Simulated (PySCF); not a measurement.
# Co (cobalt, neutral) across methods

[Ar] 3d7 4s2, high-spin 4F determinant. All numbers are calculated (PySCF 2.14, no relativity, point nucleus, in aug-cc-pwCVTZ).

| method | E (hartree) | mean ε 3d β (eV) | mean ε 4s α (eV) | mean ε 4s β (eV) | Σ⟨r²⟩ (bohr²) | ⟨S²⟩ |
| --- | --- | --- | --- | --- | --- | --- |
| M06-L | -1382.686 | -7.339 | -5.650 | -5.080 | 37.29 | 3.761 |
| PBE0 | -1382.520 | -9.638 | -6.281 | -5.724 | 37.71 | 3.756 |
| BP86 | -1382.953 | -7.613 | -5.773 | -5.222 | 37.39 | 3.756 |
| M06 | -1382.683 | -9.150 | -6.600 | -5.877 | 36.98 | 3.761 |
| UHF | -1381.42584 | -15.857 | -7.645 | -6.948 | 39.45 | 3.760 |
| r2SCAN | -1382.724 | -7.768 | -5.807 | -5.224 | 37.50 | 3.759 |
| LDA | -1380.171 | -7.370 | -5.809 | -5.266 | 37.26 | 3.756 |
| PBE | -1382.499 | -7.408 | -5.605 | -5.052 | 37.65 | 3.756 |
